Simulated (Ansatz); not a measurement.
# GaH4OSi2: where a starting geometry ends

The starting geometry of this gas-phase doublet was optimised with GFN2-xTB.

```xyz
8

Ga    0.0484   -0.0207   -1.8208
O     1.0774    0.1643   -0.0152
Si   -0.3570   -1.2279    0.3259
Si    2.1799    0.7173    1.0242
H     2.9967   -0.4135    1.4703
H     0.0669   -1.4103    1.7472
H     1.4789    1.3546    2.1413
H     2.9778    1.6884    0.2679
```

Problem. Predict what it relaxes into with PBE0-D3(BJ)/pcseg-1.

Solution. A bond breaks, giving a structure given below by its coordinates. Distances that change by over a tenth: O2–Si3 (2.03 → 1.67 Å). Contacts that open: Ga1–O2 (2.09 → 3.67 Å).

The energy falls by 0.46 eV over 50 steps:

```csv
step,E − E(last) (eV)
1,0.460
6,0.109
12,0.010
17,0.005
23,0.004
28,0.001
34,0.000
39,0.000
45,0.000
50,0.000
```

Final geometry (Å):

```yaml
atoms:
  - { symbol: Ga, position_ang: [-0.9120, -1.4183, -2.2806] }
  - { symbol: O, position_ang: [1.3704, 0.1548, 0.1296] }
  - { symbol: Si, position_ang: [-0.1704, -0.4744, -0.0510] }
  - { symbol: Si, position_ang: [2.4851, 0.6668, 1.2514] }
  - { symbol: H, position_ang: [3.6413, -0.2733, 1.2609] }
  - { symbol: H, position_ang: [-0.7662, -0.5379, 1.3407] }
  - { symbol: H, position_ang: [1.8676, 0.7037, 2.6108] }
  - { symbol: H, position_ang: [2.9533, 2.0307, 0.8792] }
```

No frequencies were run, so the end isn't proven a minimum. Open shells are spin-unrestricted. Run with Ansatz 0.2.0, 3.5 min on 2 threads of Arm Neoverse V2 (shared host).
